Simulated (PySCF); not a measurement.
PBE on Ge²⁺ (germanium, charge +2), [Ar] 3d9 4s2 5s1, high-spin 3D determinant (an excited configuration). Calculation: PySCF 2.14, in aug-cc-pwCVTZ-PP with ECP10MDF; a scalar-relativistic core potential.

```
cycle= 14 E= -292.024008721912  delta_E= 0.00259  |g|= 0.0287  |ddm|= 0.63
cycle= 15 E= -292.020164477164  delta_E= 0.00384  |g|= 0.0108  |ddm|= 2.25
cycle= 16 E= -292.020247470317  delta_E= -8.3e-05  |g|= 0.00107  |ddm|= 0.155
cycle= 17 E= -292.020247361309  delta_E= 1.09e-07  |g|= 0.00112  |ddm|= 0.0296
cycle= 18 E= -292.020248844692  delta_E= -1.48e-06  |g|= 0.001  |ddm|= 0.0148
cycle= 19 E= -292.020248793579  delta_E= 5.11e-08  |g|= 0.000977  |ddm|= 0.00147
cycle= 20 E= -292.020249866432  delta_E= -1.07e-06  |g|= 0.00107  |ddm|= 0.00935
cycle= 21 E= -292.020254752981  delta_E= -4.89e-06  |g|= 0.000593  |ddm|= 0.0601
cycle= 22 E= -292.020268736864  delta_E= -1.4e-05  |g|= 0.00161  |ddm|= 0.0537
cycle= 23 E= -292.020257246936  delta_E= 1.15e-05  |g|= 0.000462  |ddm|= 0.0758
cycle= 24 E= -292.020257403503  delta_E= -1.57e-07  |g|= 0.000247  |ddm|= 0.0193
cycle= 25 E= -292.020257393785  delta_E= 9.72e-09  |g|= 2.64e-05  |ddm|= 0.00174
cycle= 26 E= -292.020257393809  delta_E= -2.44e-11  |g|= 1.53e-05  |ddm|= 0.00118
converged SCF energy = -292.020257393809  <S^2> = 2.0002694  2S+1 = 3.0001796
```

Highest occupied orbital energy: -12.870 eV; ⟨L²⟩ = 8.38; populations by l: s 4.60, p 6.00, d 9.40, f 0.00.

(1) Can this result be used?

Answers

(1) Not for this state. The run converged. ⟨L²⟩ = 8.38 against 6 for a pure D term, so this real determinant mixes terms. Energies and moments cover only the electrons outside the core potential. The outer electron is Rydberg-like, and this basis confines it to a smaller radius and binds it less than a complete one would. The s, p, d and f populations moved away from the nominal configuration during the SCF.
